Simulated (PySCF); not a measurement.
## Gas-phase XPS of `C[C@H]1C=C[P@@](C)(=S)C=C1`, computed

C7H11PS.
Atom-mapped SMILES: `[CH3:1][C@H:2]1[CH:3]=[CH:4][P@@:5]([CH3:6])(=[S:7])[CH:8]=[CH:9]1`

Method used: delta-SCF UKS SCAN, pcX-2 on the ionised atom, pcseg-1 elsewhere, spin-free X2C in PySCF. Each binding energy is the total energy of the core-ionised species, with the hole localised on one atom, minus that of the ground state; both are solved self-consistently, so orbital relaxation is included.

Q: Give the core binding energies atom by atom.

A: 
```tsv
atom(s)	bonded to	level	binding energy (eV)	2p1/2 (eV)	above the level's lowest (eV)	count
C1	C and 3 H	C 1s	290.86	–	+0.56	1
C2	3 C and H	C 1s	291.32	–	+1.02	1
C3/C9	C (double bond), C and H	C 1s	290.66	–	+0.36	2
C4/C8	C (double bond), H and P	C 1s	290.30	–	0.00	2
P5	S (double bond) and 3 C	P 2p3/2	137.52	138.41	0.00	1
P5	S (double bond) and 3 C	P 1s	2151.44	–	0.00	1
C6	3 H and P	C 1s	290.61	–	+0.31	1
S7	P (double bond)	S 1s	2474.70	–	0.00	1
```

Lowest listed C 1s: C4/C8, bonded to C (double bond), H and P. Highest, 1.02 eV above it: C2, bonded to 3 C and H. The widest gap between neighbouring values is 0.46 eV, between 290.86 and 291.32 eV. Summing the Pauling electronegativity differences to the bonded atoms, each weighted by its formal bond order, gives -0.71 for the lowest site and -0.35 for the highest; no listed site has a larger sum than the highest. The smallest sum, -1.41, belongs to C6, 0.31 eV above the lowest. The values 290.61 and 290.66 eV lie too close for their order to be trusted.

Q: Which photon energy gives electrons from C 1s of C6 a kinetic energy of 50 eV, and what is their de Broglie wavelength?

A: hν = 290.61 + 50 = 340.61 eV, recoil neglected; λ = 12.264 Å/√(E/eV) = 1.73 Å.

The first atom of each set that the bonding makes equivalent was ionised and stands for the set. Not every level is listed. For 2p shells one spin-free hole was relaxed; a mean-field spin–orbit operator and the ground-state splitting of the three 2p orbitals were then diagonalised within the shell. The shell's mean is (2 × 2p3/2 + 2p1/2)/3, and the degeneracies 2j + 1 give areas of 2:1. 2p1/2 minus 2p3/2 (ligand field included): P 0.89 eV. Geometry: PBE0-D3(BJ)/def2-SVP; no solvent, vibrations or thermal averaging.
